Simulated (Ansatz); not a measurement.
Reaction (cleavage of the Si–As bond): `O[SiH2][AsH2]` + `CC(O)=S` → `CC(=S)O[SiH2]O` + `[AsH3]`

Gas-phase electronic energies from Ansatz, PBE0-D4/def2-TZVP geometries. CCSD(T)/CBS adds triple-zeta CCSD(T) − MP2 to the extrapolated MP2 energy (def2 sets, frozen cores). DFT in def2-TZVPP. For As outer-core shells are correlated without core-valence functions, which leaves a few kJ/mol of doubt a bond. Scalar relativity is left out up to krypton. One conformer a species, not always the lowest.

Question: Is it downhill or uphill in electronic energy at CCSD(T)/CBS, and by how much? (An estimate is asked.)

Answer: The calculation gave: Downhill: ΔE = -50.1 kJ/mol.

Question: What do these levels give: B2PLYP, PBE, MP2/def2-TZVPP, HF/CBS(def2), MP2/CBS(def2), CCSD/CBS(def2)? (An estimate is asked.)

Answer: Computed: B2PLYP -51.0, PBE -29.1, MP2/def2-TZVPP -52.1, HF/CBS(def2) -63.7, MP2/CBS(def2) -49.4, CCSD/CBS(def2) -51.3 kJ/mol.

Largest T1 diagnostic among the species: 0.017.

In def2-TZVPP, CCSD(T) changes the Hartree–Fock value by +8.5 kJ/mol (the triples alone add +1.2 kJ/mol) and MP2 by +9.2 kJ/mol. From PBE to PBE0 (25 % exact exchange), in def2-TZVPP and without D4, ΔE moves by −4.4 kJ/mol.
